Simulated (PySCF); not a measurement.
**³¹P chemical shifts**

Equivalent nuclei averaged, non-relativistic, isolated molecule, single conformer. Structure optimised with GFN2-xTB; σ from GIAO-PBE0/pcSseg-1; PySCF 2.14.0 with density-fitted response routines.

Shieldings were converted by a linear fit to measured shifts: ³¹P (scatter 18.1 ppm rms vs H3PO4, solution or neat liquid). A few per cent of atoms miss by over 2 rms, more outside the fitted compound classes.

(1) Give the ³¹P shifts of `CCP1C=CC([SiH3])C=C1`, `Cc1[pH]cc([SiH3])c1C`.

(2) Order these by ³¹P shift, lowest first.
A. Cc1cc([SiH3])c(C)[pH]1
B. C[SiH2]P1C=CC(C)C=C1
C. CC(=O)[P@]1(=O)C(C)=C1F

## Answers

(1) 
```
            compound                                     environment  δ (ppm)
CCP1C=CC([SiH3])C=C1  phosphorus bonded to 3 C, in a 6-membered ring    -55.2
Cc1[pH]cc([SiH3])c1C                                 ring phosphorus    -38.4
```

(2) B (-101.2 ppm, phosphorus bonded to 2 C, Si, in a 6-membered ring), C (-53.9 ppm, phosphorus bonded to 3 C, O, in a 3-membered ring), A (-34.1 ppm, ring phosphorus).
